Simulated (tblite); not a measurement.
Compound: C3H12Ge2Si2.
Atom-mapped SMILES: `[GeH3:1][Ge@@H:2]1[CH:3]=[CH:4][CH2:5][SiH2:6][SiH2:7]1` (hydrogens: H8, H9, H10 on Ge1; H11 on Ge2; H12 on C3; H13 on C4; H14, H15 on C5; H16, H17 on Si6; H18, H19 on Si7)

Computed with GFN2-xTB (tblite), gas phase: L-BFGS steps from a force-field or distance-geometry start until the largest atomic force falls under 0.01 eV/Å.

Step 7: E = -538.8543 eV
```
atom  x, y, z in Å  |  force x, y, z in eV/Å
Ge1     2.4371    1.0673   -0.7199    0.120   0.057  -0.059
Ge2     1.3308   -0.7873    0.2174   -0.028  -0.251   0.101
C3      0.0351   -1.4753   -1.0715   -0.059  -0.101  -0.092
C4     -1.1230   -0.8863   -1.3522   -0.363   0.122   0.065
C5     -1.6224    0.3989   -0.7638    0.101   0.032  -0.264
Si6    -1.9403    0.2829    1.1265   -0.276   0.098   0.031
Si7     0.1037   -0.1506    2.0912   -0.090  -0.006   0.294
H8      3.1140    0.8591   -2.0234    0.153  -0.010  -0.231
H9      3.4729    1.6562    0.1681    0.207   0.088   0.112
H10     1.5372    2.2253   -0.9701   -0.161   0.178  -0.054
H11     2.3565   -1.8855    0.4666    0.003  -0.028  -0.159
H12     0.2391   -2.4111   -1.5770    0.099  -0.011   0.026
H13    -1.8208   -1.3557   -2.0471    0.165  -0.002   0.088
H14    -0.8772    1.1833   -0.9379    0.034  -0.032   0.114
H15    -2.5167    0.7194   -1.3064    0.043  -0.083   0.138
H16    -2.5294    1.5618    1.5820   -0.032  -0.178  -0.149
H17    -2.9110   -0.8072    1.3357   -0.026   0.133  -0.034
H18     0.0149   -1.2442    3.0741    0.115   0.177   0.006
H19     0.6898    1.0581    2.7002   -0.003  -0.185   0.067
```

Step 8: E = -538.8775 eV
```
atom  x, y, z in Å  |  force x, y, z in eV/Å
Ge1     2.4400    1.0548   -0.7198    0.176   0.226  -0.110
Ge2     1.3166   -0.7981    0.2238    0.173  -0.201   0.133
C3      0.0314   -1.4755   -1.0725   -0.017  -0.114  -0.032
C4     -1.1273   -0.8871   -1.3442   -0.395   0.111  -0.047
C5     -1.6254    0.4007   -0.7610    0.155  -0.057  -0.256
Si6    -1.9473    0.2823    1.1294   -0.255   0.121  -0.046
Si7     0.0932   -0.1487    2.1035    0.000  -0.036   0.332
H8      3.1258    0.8769   -2.0342    0.083  -0.040  -0.114
H9      3.4822    1.6704    0.1593    0.118   0.002   0.065
H10     1.5484    2.2309   -0.9748   -0.125   0.076  -0.028
H11     2.3631   -1.8956    0.4439   -0.081   0.032  -0.135
H12     0.2395   -2.4086   -1.5781    0.080  -0.049  -0.006
H13    -1.8186   -1.3579   -2.0449    0.125   0.023   0.097
H14    -0.8742    1.1805   -0.9307    0.013  -0.026   0.101
H15    -2.5129    0.7136   -1.3169    0.012  -0.021   0.177
H16    -2.5463    1.5569    1.5659   -0.043  -0.091  -0.094
H17    -2.9260   -0.7958    1.3291   -0.059   0.049  -0.010
H18     0.0296   -1.2410    3.0949    0.080   0.200  -0.043
H19     0.6986    1.0504    2.7196   -0.040  -0.204   0.017
```

Step 9: E = -538.8939 eV
```
atom  x, y, z in Å  |  force x, y, z in eV/Å
Ge1     2.4453    1.0499   -0.7218    0.163   0.276  -0.114
Ge2     1.3083   -0.8093    0.2308    0.241  -0.065   0.105
C3      0.0264   -1.4764   -1.0741    0.012  -0.082   0.043
C4     -1.1342   -0.8872   -1.3383   -0.204   0.023  -0.100
C5     -1.6255    0.4016   -0.7621    0.123  -0.085  -0.116
Si6    -1.9561    0.2837    1.1301   -0.119   0.072  -0.109
Si7     0.0845   -0.1477    2.1174    0.017  -0.044   0.203
H8      3.1363    0.8889   -2.0447    0.033  -0.051  -0.024
H9      3.4916    1.6809    0.1546    0.055  -0.049   0.023
H10     1.5539    2.2366   -0.9788   -0.079  -0.004  -0.009
H11     2.3669   -1.9030    0.4249   -0.105   0.032  -0.107
H12     0.2414   -2.4078   -1.5790    0.038  -0.056  -0.024
H13    -1.8155   -1.3597   -2.0423    0.012   0.009   0.041
H14    -0.8711    1.1784   -0.9236    0.019  -0.012   0.067
H15    -2.5103    0.7091   -1.3213   -0.028   0.044   0.161
H16    -2.5597    1.5519    1.5523   -0.081   0.031  -0.040
H17    -2.9382   -0.7865    1.3241   -0.098  -0.023   0.005
H18     0.0419   -1.2353    3.1100    0.045   0.149  -0.014
H19     0.7044    1.0411    2.7344   -0.043  -0.164   0.008
```

Step 10: E = -538.9034 eV
```
atom  x, y, z in Å  |  force x, y, z in eV/Å
Ge1     2.4513    1.0525   -0.7250    0.104   0.215  -0.080
Ge2     1.3075   -0.8165    0.2364    0.189   0.078   0.041
C3      0.0226   -1.4778   -1.0745    0.027  -0.043   0.090
C4     -1.1398   -0.8876   -1.3362    0.028  -0.060  -0.089
C5     -1.6237    0.4011   -0.7646    0.052  -0.061   0.014
Si6    -1.9628    0.2855    1.1283    0.000   0.003  -0.107
Si7     0.0794   -0.1478    2.1280   -0.014  -0.034   0.012
H8      3.1430    0.8940   -2.0516    0.014  -0.045   0.014
H9      3.4986    1.6858    0.1531    0.035  -0.056   0.001
H10     1.5545    2.2402   -0.9813   -0.046  -0.034  -0.003
H11     2.3673   -1.9068    0.4125   -0.077  -0.007  -0.085
H12     0.2433   -2.4084   -1.5798    0.003  -0.038  -0.018
H13    -1.8140   -1.3610   -2.0407   -0.087  -0.021  -0.027
H14    -0.8686    1.1772   -0.9184    0.032  -0.005   0.034
H15    -2.5096    0.7075   -1.3202   -0.043   0.081   0.125
H16    -2.5685    1.5496    1.5441   -0.106   0.105  -0.013
H17    -2.9465   -0.7816    1.3215   -0.107  -0.047   0.008
H18     0.0495   -1.2295    3.1182    0.022   0.064   0.055
H19     0.7068    1.0329    2.7427   -0.023  -0.096   0.028
```

Q: Estimate the geometry and energy of step 11. (The exact step hangs on the optimiser's Hessian estimate; all steps are aligned on step 10, rigid shifts and turns removed.)

A: E = -538.9094 eV, largest force 0.204 eV/Å
```
atom  x, y, z in Å  |  force x, y, z in eV/Å
Ge1     2.4567    1.0581   -0.7284    0.044   0.121  -0.039
Ge2     1.3108   -0.8191    0.2404    0.103   0.174  -0.025
C3      0.0208   -1.4796   -1.0731    0.029  -0.015   0.096
C4     -1.1423   -0.8890   -1.3365    0.160  -0.093  -0.057
C5     -1.6218    0.3998   -0.7662   -0.002  -0.030   0.071
Si6    -1.9670    0.2867    1.1254    0.038  -0.035  -0.056
Si7     0.0762   -0.1486    2.1345   -0.041  -0.025  -0.125
H8      3.1472    0.8961   -2.0554    0.012  -0.036   0.018
H9      3.5034    1.6877    0.1524    0.039  -0.042  -0.003
H10     1.5538    2.2418   -0.9828   -0.032  -0.029  -0.005
H11     2.3661   -1.9093    0.4036   -0.037  -0.046  -0.067
H12     0.2445   -2.4094   -1.5805   -0.012  -0.016   0.002
H13    -1.8148   -1.3622   -2.0403   -0.121  -0.037  -0.058
H14    -0.8665    1.1763   -0.9147    0.037  -0.010   0.010
H15    -2.5098    0.7080   -1.3169   -0.033   0.088   0.098
H16    -2.5757    1.5502    1.5389   -0.098   0.106  -0.013
H17    -2.9534   -0.7796    1.3201   -0.088  -0.034   0.003
H18     0.0544   -1.2248    3.1241    0.008  -0.002   0.104
H19     0.7077    1.0262    2.7481   -0.005  -0.040   0.046
```

The energy changes by -0.0059 eV. The first-order estimate −F·Δx gives -0.0081 eV and the mean of the old and new forces, exact on a quadratic surface, -0.0060 eV. The step makes an angle of 53° with the force vector and moves no atom by more than 0.009 Å.

What follows is the cost of the whole relaxation. The run took 0.84 s on one thread of an Arm Neoverse V1, no GPU, shared host with 32 logical CPUs at a one-minute load of 23.
